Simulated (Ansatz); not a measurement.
Job for Ansatz (an electronic-structure program): R-CCSD(T)/cc-pV(D+d)Z on ClFSi (SMILES F[Si]Cl), a point of a bond scan (R = 2.097 Å). Files ending in .json are basis or fitting sets from the Basis Set Exchange.

Ansatz 0.2 input:
```yaml
crystal:
  periodic: [false, false, false]
  atoms:
    - {symbol: Si, position_ang: [0.34761579, 0.26750639, 0.78195685]}
    - {symbol: F, position_ang: [0.95036201, 1.34196481, -0.25474125]}
    - {symbol: Cl, position_ang: [-0.78940466, -0.93075134, -0.50910144]}
basis:
  gaussian:
    orbitals: cc-pV_D+d_Z.json
    pivot_positions_ang: [[0.34761579, 0.26750639, 0.78195685], [0.95036201, 1.34196481, -0.25474125], [-0.78940466, -0.93075134, -0.50910144]]
magnetization: {spin_polarized: false}
correlation: {method: ccsd_t, electrons: outside_noble_gas}
scf: {lower_state_search: off}
output: {orbitals: {seedname: ./end}}
```

The log:

```
WARN ansatz: RAYON_NUM_THREADS=1 ignored (pool sized by the plan → 1); use --threads N
Functional definition: HF
these checks for a lower state are left out or cut short: stability, starts, cluster_reference, orbital_swaps, neighbouring_geometries, increment
integrals: 0.03 GiB planned
654 factors; integrals over basis functions are off by at most 2.7e-4 eV
mean field: 0.13 GiB planned
mean field evaluation 1: about -23072.5644 eV, gradient 2.6e1 eV
mean field evaluation 2: about -23072.5872 eV, gradient 2.7e1 eV
mean field evaluation 4: about -23074.1152 eV, gradient 1.7e0 eV
mean field evaluation 8: about -23074.1366 eV, gradient 4.0e-4 eV
mean field -23074.13657732 eV, -847.9588790049 hartree, gradient 7.4e-7 eV, S^2 0.000000; 0 other end points of the search recorded, 0 dependent functions left out
11 core orbitals not correlated
reference -23074.13657732 eV, -847.9588790049 hartree; 9, 9 occupied and 40, 40 virtual orbitals, 654 factors
second order -10.93740659 eV of doubles, -0.00000000 eV of singles
coupled cluster: 0.10 GiB planned
cycle   1  -11.24932130 eV  change   -3.1e-1 eV  update   9.2e-2
cycle   2  -11.53788003 eV  change   -2.9e-1 eV  update   3.1e-2
cycle   3  -11.62377324 eV  change   -8.6e-2 eV  update   1.8e-2
cycle   4  -11.61834147 eV  change    5.4e-3 eV  update   3.8e-3
cycle   5  -11.61567279 eV  change    2.7e-3 eV  update   1.6e-3
cycle   6  -11.61617014 eV  change   -5.0e-4 eV  update   4.7e-4
cycle   7  -11.61601235 eV  change    1.6e-4 eV  update   1.4e-4
cycle   8  -11.61598533 eV  change    2.7e-5 eV  update   4.5e-5
cycle   9  -11.61600543 eV  change   -2.0e-5 eV  update   1.4e-5
perturbative correction -0.27235276 eV, -0.0100087792 hartree
Total energy: -23086.02493551 eV, -848.3957681102 hartree
Checks for a lower state left out: stability, starts, cluster_reference, orbital_swaps, neighbouring_geometries, increment
```

The calculation finished and met its thresholds.

Cost: around 1.9 core-seconds (rough).
